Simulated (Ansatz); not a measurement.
`O=[CH][InH2]`, charge 0, multiplicity 1.

**Question.** Give a relaxed structure at PBE0-D4/def2-TZVP (the Gaussian-basis code of Ansatz). (An estimate is asked.)

**Answer.** Ansatz gave: 
Z-matrix (Å, degrees):
```
C
In 1 2.215
O 1 1.205 2 115.5
H 1 1.118 2 125.6 3 180.0
H 2 1.724 1 118.8 3 -86.3
H 2 1.724 1 118.8 3 86.2
```
Point group Cs.
